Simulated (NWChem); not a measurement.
# Ionisation of C₃H₅

```xyz
8

C      0.0485    -1.3600     0.0000
C      0.3791    -0.0802     0.0000
C     -0.2071     1.2633     0.0000
H      0.8020    -2.1681     0.0000
H     -1.0152    -1.6879     0.0000
H     -1.3244     1.2259     0.0000
H      0.1072     1.8457     0.8927
H      0.1072     1.8457    -0.8927
```
Charge 0, spin multiplicity 2.

Program: NWChem. The geometry was optimised at UPBE/def2-SVP, a minimum by its harmonic frequencies.

Basis set: def2-TZVP. The species with one electron less has spin multiplicity 1 and keeps the geometry of the parent. Δ marks differences of total energies (open shells unrestricted). −ε marks an orbital energy of the parent. That orbital need not have the symmetry of the hole or added electron in the Δ rows. That singlet is a closed-shell solution.

B3LYP has NWChem's definition, with VWN1-RPA local correlation. The structure started from a generated list of species. The unpaired electrons of the parent sit in orbitals of symmetry a' (Cs labels of the run); other states weren't searched. No SCF solution was tested for a lower state.

Problem. One of these methods gave a first vertical ionisation energy of 5.96 eV. Which?
A. G0W0@LDA (SVWN5)
B. −ε(alpha HOMO) of B3LYP
C. ΔB3LYP
D. −ε(alpha HOMO) of PBE

Solution. B, −ε(alpha HOMO) of B3LYP. The others give 4.82 (−ε(alpha HOMO) of PBE), 8.58 (ΔB3LYP), 7.82 (G0W0@LDA (SVWN5)).
